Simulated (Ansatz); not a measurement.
Coupled-cluster diagnostics for the cluster Na7S3⁺ (the lowest singlet isomer of a short search), Ansatz.

Geometry of the singlet (r2SCAN-D4/def2-SVP):

```xyz
10

Na    0.621    4.018    2.700
Na   -2.044    0.569    1.485
Na    3.955   -2.016   -2.032
Na   -4.276   -0.565   -2.285
Na    2.025   -0.145    1.609
Na    0.153    0.726   -0.818
Na   -0.398   -2.412   -0.856
S     1.974   -1.343   -0.704
S    -2.267   -0.597   -0.834
S     0.257    1.765    1.735
```

Correlated methods freeze 22 core orbitals; core or outer-core shells of Na are correlated, in sets that lack core-valence functions. The structure comes from a short search, and lower isomers may exist.

Q: Estimate the CCSD(T) correlation energy, the shares of MP2 and (T), T1 and the reference's ⟨S²⟩ for: charge 1, singlet, own geometry in def2-SVP; and the rough time on 4 threads of Arm Neoverse N1 on a shared host.

A: 
```
                          state     basis  correlation (eV)  MP2 share (%)  (T) share (%)     T1  ⟨S²⟩ (pure)  wall time
charge 1, singlet, own geometry  def2-SVP           -13.415           89.8            3.3  0.009  0.00 (0.00)    3.4 min
```
Customary marks for T1 are 0.02 (closed shells), 0.045 (open shells) and about 0.05 (3d metals). T1 stays under 0.02 throughout.
